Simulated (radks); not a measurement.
Q: Species: Cu V. Configuration: [Ar] 3d7. Calculated with a radial shooting solver on a logarithmic mesh with Libxc functionals: Dirac Kohn-Sham, PBEsol, spin-unpolarised, spherical densities, finite nucleus; open shells fill j = l - 1/2 first; Fermi nuclear charge, rms radius 3.8823 fm.

Spin-orbit splittings of the eigenvalues, e(l+1/2) - e(l-1/2), with zeta = 2 splitting/(2l+1) and mean radii in bohr:

shell  occ.  splitting (eV)  zeta (eV)  <r> j=l-1/2  <r> j=l+1/2
2p        6           20.45      13.64       0.2043       0.2076
3p        6           2.728      1.819       0.7200       0.7294
3d        7               ?          ?       0.8026       0.8062

Estimate the 3d splitting.

A: 0.3598 eV (zeta = 0.1439 eV).
